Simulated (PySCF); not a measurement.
Two-component Hartree-Fock for Tl⁴⁺ (thallium, charge +4)

Start: [Xe] 4f14 5d9; 5d3/2 filled at m_j = -3/2, -1/2, +1/2, +3/2; 5d5/2 filled at m_j = -3/2, -1/2, +1/2, +3/2, +5/2. Calculated with PySCF 2.14 in x2c-TZVPPall-2c (11s11p9d3f, 110 functions): generalised Hartree-Fock with the X2C-1e Hamiltonian and a Gaussian nucleus; one run each with spin-orbit coupling (SO) switched off, then screened by Boettger's factors.

| spinor shell | electrons | ε, spin-free (eV) | ε, screened SO (eV) | weight of nominal j (screened SO) | rms radius, screened SO (bohr) |
| --- | --- | --- | --- | --- | --- |
| 1s1/2 | 2 | -86063.1 | -86027.0 | 1.000 | 0.0184 |
| 2s1/2 | 2 | -15519.1 | -15507.6 | 1.000 | 0.0743 |
| 2p1/2 | 2 | -13371.2 | -14863.5 | 1.000 | 0.0628 |
| 2p3/2 | 4 | -13371.2 | -12792.7 | 1.000 | 0.0710 |
| 3s1/2 | 2 | -3811.4 | -3807.5 | 1.000 | 0.189 |
| 3p1/2 | 2 | -3183.6 | -3518.0 | 1.000 | 0.181 |
| 3p3/2 | 4 | -3183.6 | -3051.1 | 1.000 | 0.197 |
| 3d3/2 | 4 | -2521.4 | -2579.1 | 1.000 | 0.173 |
| 3d5/2 | 6 | -2521.4 | -2479.7 | 1.000 | 0.178 |
| 4s1/2 | 2 | -925.22 | -923.95 | 1.000 | 0.416 |
| 4p1/2 | 2 | -716.02 | -798.26 | 1.000 | 0.420 |
| 4p3/2 | 4 | -716.02 | -683.07 | 1.000 | 0.454 |
| 4d3/2 | 4 | -464.94 | -477.70 | 1.000 | 0.465 |
| 4d5/2 | 6 | -464.94 | -455.42 | 1.000 | 0.476 |
| 5s1/2 | 2 | -198.37 | -198.12 | 1.000 | 0.940 |
| 4f5/2 | 6 | -185.46 | -187.50 | 0.999 | 0.509 |
| 4f7/2 | 8 | -185.46 | -182.85 | 0.999 | 0.510 |
| 5p1/2 | 2 | -138.53 | -154.28 | 0.999 | 1.01 |
| 5p3/2 | 4 | -138.53 | -132.13 | 0.999 | 1.09 |
| 5d3/2 | 4 | -67.230 | -68.925 | 0.976 | 1.36 |
| 5d5/2 | 5 | -67.230 | -65.939 | 0.981 | 1.41 |

| quantity | spin-free | screened SO |
| --- | --- | --- |
| E (hartree) | -20226.51725 | -20261.40703 |
| M_J | 5/2 | 5/2 |
| ⟨J²⟩ | 8.759 | 8.760 |
| ⟨L²⟩ | 6.007 | 6.190 |
| ⟨S²⟩ | 0.752 | 0.935 |

Each row is a mean over spinors that exchange with the open shell spreads, by up to 5.386 eV (5p3/2).

Breit and QED terms are absent; they matter most for the inner s and p1/2 levels.

Densities and radii are taken from the X2C orbitals without a picture-change correction, which distorts them close to the nucleus.

Without spin-orbit coupling the j labels of p, d and f shells carry no meaning; the spin-free column gives the mean over the occupied spinors of each nl shell.
